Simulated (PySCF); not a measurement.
How methods differ on the excitation energy of Os²⁺

Os²⁺ [Xe] 4f14 5d6 (5D) → Os²⁺ [Xe] 4f14 5d5 6p1 (7P), as a difference of total energies. All numbers are calculated (PySCF 2.14, the spin-free X2C one-electron Hamiltonian (Gaussian nucleus), in ANO-RCC-VTZP (8s7p5d3f2g1h, 104 functions)). Correlated levels: valence: [Xe] 4f14 frozen. The calculations carry no spin-orbit coupling.

```csv
method,excitation energy (eV)
UHF,6.817
MP2 (valence),7.560
SCS-MP2 (valence),8.019
CCSD (valence),7.602
CCSD(T) (valence),7.644
```

Problem. How much does correlation contribute at CCSD(T) (valence)?

Solution. 7.644 − (6.817) = 0.827 eV, measured against UHF.

A first-order spin-orbit estimate (lowest level to lowest level, LS coupling) adds -0.064 eV.

The basis was made for the ground configuration and has no added diffuse functions, so the excitation energy can come out too high.
